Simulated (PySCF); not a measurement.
BeH₃NSe, SMILES [Be]([SeH])[NH2]. Atoms are numbered in the order given.

```xyz
6

Be     0.0063     1.1857     0.0000
N      0.0021     2.6821     0.0000
H     -0.0015     3.2594     0.8247
H     -0.0015     3.2594    -0.8247
Se    -0.0430    -0.8564     0.0000
H      1.4251    -0.9206     0.0000
```

Geometry: PBE0-D3(BJ)/def2-TZVP. The values are those of a single conformer.

Method: PBE0-D3(BJ)/def2-TZVP run with PySCF.

Frequencies are harmonic and unscaled.

Estimate the vibrational spectrum. (Estimate from the structure and the level; the computed values follow.)


```tsv
mode	ν (cm⁻¹)	IR (km/mol)	moving atoms (share of kinetic energy)
1	206	4.5	Be 66 %, H 28 %
2	215	6.8	Be 67 %, H 24 %, N 8 %
3	261	1.3	H 99 %
4	394	3.9	N 52 %, Se 23 %, Be 16 %, H 9 %
5	400	181.4	H 77 %, N 21 %
6	586	1.4	H 83 %, Be 15 %
7	672	53.6	H 66 %, N 17 %, Be 17 %
8	1269	252.8	Be 74 %, N 18 %, H 8 %
9	1571	106.1	H 87 %, N 12 %
10	2438	5.2	H 99 %
11	3618	44.7	H 96 %
12	3701	33.2	H 92 %, N 8 %
```
